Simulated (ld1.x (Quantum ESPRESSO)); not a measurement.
## u(r) = r·R(r): atom against pseudo-atom (Lu (Z = 71))

Columns: radius, all-electron u(r) and pseudo u(r) of the 5d shell (level -1.75 eV) of lutetium in the configuration [Xe] 4f14 5d1 6s2 6p0; PBE, scalar-relativistic, RRKJ scheme, ld1.x (Quantum ESPRESSO) 7.5.

```tsv
r (bohr)	all-electron	pseudo
0.210	0.0304	0.0060
0.420	-0.2341	0.0442
0.630	-0.0662	0.1294
0.840	0.1827	0.2519
1.050	0.3737	0.3837
1.260	0.4942	0.4941
1.470	0.5601	0.5644
1.680	0.5887	0.5938
1.890	0.5938	0.5955
2.100	0.5844	0.5845
2.310	0.5669	0.5669
2.520	0.5449	0.5449
2.730	0.5207	0.5207
2.940	0.4957	0.4957
3.150	0.4703	0.4703
3.360	0.4449	0.4449
3.570	0.4197	0.4197
3.780	0.3949	0.3949
3.990	0.3707	0.3707
4.200	0.3473	0.3473
4.410	0.3246	0.3246
4.620	0.3030	0.3030
4.830	0.2824	0.2824
5.040	0.2629	0.2629
5.250	0.2446	0.2446
5.460	0.2274	0.2274
```

(1) How many radial nodes do the two functions have?

(2) At about which radius was the pseudo-wave matched?

(3) Is the pseudo-wave norm-conserving?

## Answers

(1) The all-electron 5d function has n − l − 1 = 2; the pseudo-wave has 0, since the states of the same l below it are removed with the core.

(2) 2.15 bohr, where the columns begin to agree (steps of 0.21 bohr).

(3) Yes: the RRKJ scheme keeps the norm inside the radius equal to the all-electron one, which fixes the energy derivative of the logarithmic derivative at the level.
